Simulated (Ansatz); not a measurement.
C2H6F3GeN (SMILES C[N](C)[Ge]([F])([F])[F]), singlet, at a GFN2-xTB geometry, with bond 11-3 at 1.8 times its length; CASSCF(2,2)/STO-3G in Ansatz (an electronic-structure program).

Input for Ansatz:
Ansatz 0.2 input:
```yaml
crystal:
  periodic: [false, false, false]
  atoms:
    - {symbol: C, position_ang: [-1.79620319, -1.31450178, 0.88791672]}
    - {symbol: N, position_ang: [-1.28299365, -0.05782077, 0.35994759]}
    - {symbol: C, position_ang: [-2.26037599, 0.65641447, -0.44997487]}
    - {symbol: Ge, position_ang: [0.47050009, 0.07005584, -0.06003412]}
    - {symbol: F, position_ang: [1.20598555, -0.68946035, -1.43408802]}
    - {symbol: F, position_ang: [0.88954828, 1.70971840, -0.28618063]}
    - {symbol: F, position_ang: [1.41593615, -0.52536825, 1.23103433]}
    - {symbol: H, position_ang: [-2.65221526, -1.09212176, 1.52707457]}
    - {symbol: H, position_ang: [-2.11473617, -1.99999562, 0.09609305]}
    - {symbol: H, position_ang: [-1.02677222, -1.79734463, 1.48926755]}
    - {symbol: H, position_ang: [-2.87453901, -0.40421868, -1.99286642]}
    - {symbol: H, position_ang: [-3.11946062, 0.89184086, 0.18032689]}
    - {symbol: H, position_ang: [-1.82404018, 1.58792138, -0.80870878]}
basis:
  gaussian:
    orbitals: STO-3G
hamiltonian:
  xc: hf
magnetization: {spin_polarized: false}
correlation: {active_space: {window: {electrons: 2, orbitals: 2}}}
```

Task: Predict the main parts of the log of this Ansatz run.

Result: 
```
Functional definition: HF
707 factors; integrals over basis functions are off by at most 3.8e-5 eV
mean field evaluation 1: about -67417.8440 eV, gradient 3.2e1 eV
mean field evaluation 2: about -67418.0797 eV, gradient 3.2e1 eV
mean field evaluation 4: about -67423.4088 eV, gradient 3.4e0 eV
mean field evaluation 8: about -67423.4814 eV, gradient 3.3e-4 eV
mean field -67423.48135245 eV, -2477.7672384254 hartree, gradient 1.8e-6 eV, S^2 0.000000; 0 other end points of the search recorded, 0 dependent functions left out
reference -67423.48135245 eV, -2477.7672384254 hartree; 42, 42 occupied and 12, 12 virtual orbitals, 707 factors
state -67425.77932904 eV, -2477.8516875074 hartree
Total energy: -67425.77932904 eV, -2477.8516875074 hartree
```
